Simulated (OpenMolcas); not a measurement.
**Ionisation energies of antimony**

| Item | Value |
| --- | --- |
| Program | OpenMolcas 26.06 |
| Basis | ANO-RCC-VTZP [7s6p4d2f1g] |
| Scalar Hamiltonian | DKH2, point nucleus |
| Spin-orbit coupling | RASSI with atomic mean-field integrals over the reference wave functions, term energies averaged over their components |

Active shells in each charge state: the valence s, p shells, with orbitals averaged over the low states. Where CASPT2's correlated closed shells are named, they are those of the first ion.

A. CASSCF
B. SS-CASPT2, IPEA 0.25 Eh, imaginary shift 0.1 Eh (closed shells correlated: 4s 4p 4d)

Energies in eV between the lowest computed levels (charge -1 gives the electron affinity), named as in B; reference values from the NIST Atomic Spectra Database with their kind.

| From | To | A | B | Spin-orbit share in B | Reference |
| --- | --- | --- | --- | --- | --- |
| Sb- 5s² 5p⁴ ³P₂ | Sb 5s² 5p³ ⁴S°_3/2 | -0.093 | 0.622 | +0.130 |  |
| Sb 5s² 5p³ ⁴S°_3/2 | Sb+ 5s² 5p² ³P₀ | 7.943 | 8.623 | -0.473 | 8.608 (measured) |
| Sb+ 5s² 5p² ³P₀ | Sb2+ 5s² 5p ²P°_1/2 | 15.809 | 16.584 | +0.031 | 16.626 (measured) |
| Sb2+ 5s² 5p ²P°_1/2 | Sb3+ 5s² ¹S₀ | 24.197 | 25.194 | +0.496 | 25.323 (measured) |
| Sb3+ 5s² ¹S₀ | Sb4+ 5s ²S_1/2 | 42.513 | 43.558 | +0.000 | 43.804 (measured) |
| Sb4+ 5s ²S_1/2 | Sb5+ 4d¹⁰ ¹S₀ | 53.365 | 54.907 | +0.000 | 55.000 (semi-empirical) |

Error against the reference values, in %:

```
From       Reference     A     B
  Sb        measured  -7.7  +0.2
 Sb+        measured  -4.9  -0.3
Sb2+        measured  -4.4  -0.5
Sb3+        measured  -2.9  -0.6
Sb4+  semi-empirical  -3.0  -0.2
```

Mean absolute error over the 4 measured values: A 0.97 eV, B 0.11 eV. B lies closest.

No diffuse functions were added, so the electron affinity comes out too small, and without dynamic correlation a bound anion can come out unbound.

° marks odd parity.
